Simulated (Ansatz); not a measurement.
Consider the formal exchange of groups at the Se–Sn bond: `C[Se][Sn]([CH3])([F])[Cl]` + `N=CF` → `C[Se]C=N` + `[CH3][Sn]([F])([F])[Cl]`.

Isolated molecules relaxed with PBE0-D4/def2-TZVP in Ansatz; ΔE leaves out vibrations. CBS: MP2 limit from def2 TZ/QZ plus the TZ coupled-cluster correction, frozen cores. This one scheme is used for every species. Functionals use def2-TZVPP. HSE06 is defined as in plane-wave codes. def2 core potentials past Kr. For Se, Sn outer-core shells are correlated without core-valence functions, which leaves a few kJ/mol of doubt a bond. Scalar relativity is left out up to krypton. One conformer a species, not always the lowest.

```tsv
level	ΔE (kJ/mol)
r2SCANh-D4	20.3
HSE06-D4	26.5
revPBE	12.1
PBE0	22.3
CAM-B3LYP	15.6
CCSD(T)/def2-SVP	34.9
SCS-MP2/def2-TZVPP	12.6
MP2/CBS(def2)	16.1
```

Task: What does CCSD(T)/CBS give? (Best estimate.)

Result: The calculation gave: +16.7 kJ/mol. The listed levels differ from it by 3.6, 9.8, -4.6, 5.6, -1.1, 18.2, -4.1, -0.6 kJ/mol.

Largest T1 diagnostic among the species: 0.013.

In def2-TZVPP, CCSD(T) changes the Hartree–Fock value by −9.9 kJ/mol (the triples alone add −1.2 kJ/mol) and MP2 by −10.5 kJ/mol. Leaving LDA and LC-ωPBE aside and taking each functional with its dispersion term where it has one, the values, not all of them listed here, spread over 19.9 kJ/mol, from B97M-V to BHLYP-D4. LDA lies +12.3 kJ/mol from PBE without D4. The D4 term adds +6.1 kJ/mol with B3LYP and +3.8 kJ/mol with PBE0; it sums over pairs of atoms, weighted by their polarisabilities, and B3LYP, whose exchange is more repulsive, gets the larger term.

B3LYP here is the variant with VWN-RPA as its local correlation; programs differ in this.
